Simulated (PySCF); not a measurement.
Isomers of C5H6S2, one GFN2-xTB conformer each. Single-point energies are computed at PBE0/pcSseg-1 (PySCF, gas phase, no added dispersion term), electronic only.

Task: Rank them by PBE0/pcSseg-1 energy, lowest first (kJ/mol).
A. `[CH3:1][S:2][c:3]1[cH:4][cH:5][s:6][cH:7]1` with C1–S2–C3–C4 -179°
B. `[CH3:1][S:2][c:3]1[cH:4][cH:5][cH:6][s:7]1` with C1–S2–C3–C4 180°

Result: A (0.0), B (6.1).

Neighbours under 10 kJ/mol apart (CSc1ccsc1 and CSc1cccs1) can change places with a better method, another conformer or zero-point energy. GFN2-xTB itself gives, in the same order: 0.0, 4.4. Both levels put the same isomer lowest.

Task: Which frontier levels, dipoles and rotational constants go with these structures?

Result: 
| SMILES | HOMO (eV, PBE0/pcSseg-1) | LUMO (eV) | dipole (D) | A, B, C (MHz) |
| --- | --- | --- | --- | --- |
| CSc1ccsc1 | -6.04 | -0.41 | 1.02 | 4675, 1152, 929.9 |
| CSc1cccs1 | -5.89 | -0.36 | 0.99 | 4040, 1423, 1059 |
